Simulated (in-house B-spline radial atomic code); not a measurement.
Configurations of neutral iodine, with energies counted from [Kr] 4d10 5s2 5p5. Level of theory: scalar-relativistic (X2C) LC-wPBE, spin-polarised, spherical fractional occupations, exact exchange averaged over the configuration, Fermi nucleus of rms radius 4.75 fm; calculated with an all-electron radial atomic-structure program (B-spline basis). Shells without spins written out take the highest spin.

Occupations are held fixed; configurations that lie above the ionisation limit could autoionise.

```csv
configuration,E - E(ref) (eV),highest orbital,its <r> (bohr)
[Kr] 4d10 5s2 5p4 6p1,8.2645,6p up,8.46
[Kr] 4d10 5s2 5p4 6d1,9.4738,6d up,15.71
[Kr] 4d9 4f1 5s2 5p5,56.842,4f up,17.2
[Kr] 4d9 5s2 5p5 5f1,57.186,5f up,30.38
[Ar] 3d9 4s2 4p6 4d10 5s2 5p5 5f1,626.84,5f up,30.39
```

Q: Order these further configurations by energy, lowest first.
A. [Kr] 4d10 5s2 5p4 6s1
B. [Kr] 4d10 5s2 5p4 5f1
C. [Kr] 4d10 5s2 5p4 5d1
D. [Kr] 4d10 4f1 5s2 5p4
E. [Ar] 3d9 4s2 4p6 4d10 5s2 5p5 5d1

A: A (7.1177 eV), C (8.5654 eV), D (9.6664 eV), B (10.01 eV), E (625.37 eV).
